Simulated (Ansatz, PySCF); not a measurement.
Reaction (SMILES): [Cl][Tl] → [Cl][Tl] as doublet, charge +1 + e-
Each molecule is optimised on its own at B3LYP-D3(BJ)/def2-TZVP (Ansatz, an electronic-structure program). A spin state is the lowest found, not a proven ground state.
Geometry of the first species:
SMILES: [Tl][Cl]
```xyz
2

Tl     0.0000     0.0000    -0.4393
Cl     0.0000     0.0000     2.0929
```
Charge 0, spin multiplicity 1.

Property: adiabatic ionisation energy (0 K, with B3LYP-D3(BJ) harmonic zero-point energies from PySCF), in eV. Valence correlation only, unless marked. UHF or UKS for open shells. Spin-orbit coupling is left out. Frozen are the shells of the preceding noble gas and the d and f shells that filled before the atom's block. Past Kr the def2 sets carry scalar-relativistic core potentials. CBS(X,Y): correlation extrapolated as X^-3; Hartree-Fock from the larger set.

```
level                     program  adiabatic ionisation energy (eV)
-----------------  --------------  --------------------------------
PBE-D4/def2-TZVPD  Ansatz + dftd4                              9.76
```

Problem. Estimate the value at CCSD(T)/CBS(def2-TZVPPD,def2-QZVPPD) as computed with Ansatz.

Solution. 9.69 eV
